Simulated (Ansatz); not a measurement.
The molecule SeH+, multiplicity 3 (lowest of 2S+1 = 1, 3, 5 at CCSD(T)/def2-TZVPP on PBE0 minima; our sources give no spin for the ground state, which may be another). No spin–orbit coupling. Se is treated without relativity.

The constants come from a fifth-degree fit in 1/R (seven points, main isotopes). Runs in def2 and cc sets follow the lowest solution found near the PBE0 minimum.

Correlated levels freeze the inner cores; with def2 sets outer-core shells near the valence are correlated too.

Codes used: Ansatz (Gaussian orbitals). 

Energies at CCSD/def2-TZVPP:

```json
[
 {"R (Å)": "1.386146", "E (hartree)": "-2400.31737156"},
 {"R (Å)": "1.423408", "E (hartree)": "-2400.32001421"},
 {"R (Å)": "1.457689", "E (hartree)": "-2400.32121558"},
 {"R (Å)": "1.496441", "E (hartree)": "-2400.32138521"},
 {"R (Å)": "1.535194", "E (hartree)": "-2400.32050412"},
 {"R (Å)": "1.579908", "E (hartree)": "-2400.31842418"},
 {"R (Å)": "1.632075", "E (hartree)": "-2400.31486070"}
]
```

Q: With a reduced mass of 0.9953 u, find the minimum, the force constant and the constants.

A: A fifth-degree polynomial in 1/R puts the minimum at r_e = 1.4825 Å with force constant 326 N/m. Then ω_e = (1/2πc)√(k/μ) = 2357 cm⁻¹ and B_e = h/(8π²cμr_e²) = 7.706 cm⁻¹; the cubic and quartic terms give α_e = 0.22 and ω_e x_e = 41 cm⁻¹.

Ansatz is a first-principles code.
